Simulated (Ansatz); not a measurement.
Computed with Ansatz on PBE0-D4/def2-TZVP structures; ΔE is electronic, products minus reactants. CBS: MP2 limit from def2 TZ/QZ plus the TZ coupled-cluster correction, frozen cores. DFT in def2-TZVPP. B3LYP here is the variant with VWN-RPA as its local correlation; programs differ in this. One conformer a species, not always the lowest.

Reaction (formal exchange of groups at the Si–N bond): `BN[SiH](C)Cl` + `COC(C)=O` → `CO[SiH](C)Cl` + `BNC(C)=O`

**Question.** Is it downhill or uphill in electronic energy at CCSD(T)/CBS, and by how much? (Best estimate.)

**Answer.** Ansatz gave: Downhill: ΔE = -10.5 kJ/mol.

**Question.** What do these levels give: PBE-D4, r2SCAN-D4, PBE0-D4, B3LYP-D4, B2PLYP, r2SCAN, PBE0, B3LYP, HF/def2-TZVPP, CCSD(T)/def2-TZVPP, SCS-MP2/def2-QZVPP, HF/CBS(def2)? (Best estimate.)

**Answer.** Computed: PBE-D4 -6.6, r2SCAN-D4 -8.4, PBE0-D4 -8.7, B3LYP-D4 -12.9, B2PLYP -11.6, r2SCAN -8.5, PBE0 -8.8, B3LYP -13.1, HF/def2-TZVPP -18.2, CCSD(T)/def2-TZVPP -8.8, SCS-MP2/def2-QZVPP -12.4, HF/CBS(def2) -19.1 kJ/mol.

Largest T1 diagnostic among the species: 0.015.

In def2-TZVPP, CCSD(T) changes the Hartree–Fock value by +9.4 kJ/mol (the triples alone add +2.1 kJ/mol) and MP2 by +8.6 kJ/mol.
